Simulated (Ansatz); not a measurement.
Two structures of SiH3ClOF2, singlet, reached by relaxing down either side of one saddle point (PBE0-D4/def2-TZVP). Energies are electronic, without zero-point energy. Ansatz 0.2.0; basis: def2-TZVPP and def2-QZVPP; cores frozen in the correlated methods. Extrapolation: Hartree–Fock as exp(−7.88 √X), correlation as X^−2.97. First:

```tsv
atom	x (Å)	y (Å)	z (Å)
Si1	-0.6403	-0.4511	-0.9408
Cl2	0.4654	0.8582	-1.9957
F3	0.2797	-1.5074	-0.2075
F4	-1.5124	0.2927	0.1483
H5	-1.5497	-1.1806	-1.8302
H6	1.4433	0.0229	1.6469
O7	1.1375	0.8719	1.3183
H8	0.3764	1.0934	1.8605
```

Second:

```
atom    x (Å)    y (Å)    z (Å)
 Si1  -0.9613  -0.5635   0.0444
 Cl2   2.5035   1.6150  -1.3697
  F3  -0.9666  -2.0924   0.4435
  F4  -2.2370   0.0722   0.7264
  H5  -1.0074  -0.4017  -1.4070
  H6   1.6820   1.0445  -0.5527
  O7   0.3902   0.1592   0.5888
  H8   0.5966   0.1665   1.5261
```

Question: Which bonds change from the first to the second?

Answer: SiHClF₂ ([F][SiH]([F])[Cl]) + H₂O → SiH₂OF₂ ([OH][SiH]([F])[F]) + HCl; bonds formed: Si1–O7, Cl2–H6; bonds broken: Si1–Cl2, H6–O7.

Question: Give the saddle point's structure and its height above each. (To be estimated.)

Answer: By the calculation: 82.4 kJ/mol above the first and 103.7 kJ/mol above the second (CCSD(T) at an estimated basis limit (MP2 extrapolated from triple and quadruple zeta, plus CCSD(T) − MP2 in triple zeta)).
```
8
angstrom
Si -0.5492 -0.3598 -0.2751
Cl 1.6319 0.2528 -1.3981
F 0.0059 -1.8322 -0.1637
F -1.7896 -0.4401 0.7412
H -1.1667 0.1196 -1.5048
H 1.2339 0.8019 0.1477
O 0.3180 0.7830 0.7466
H 0.3157 0.6748 1.7062
```

T1 diagnostic: at most 0.011.

The step is the kind of ligand exchange by which a precursor binds to a hydroxyl group, or is hydrolysed, in atomic layer deposition of oxides.

Labels in which every atom is bracketed show which atoms are joined, not bond orders.

For scale, one of the runs: CCSD(T)/def2-TZVPP, 219 basis functions, launched by `ansatz run in.yaml --threads 4 --pin off --events-out ev --progress --plain --max-ram 9574MiB`. The run took 2.1 min on 4 CPU threads of an Arm Neoverse V1 (shared host), with 3.4 GiB of host memory at its peak.
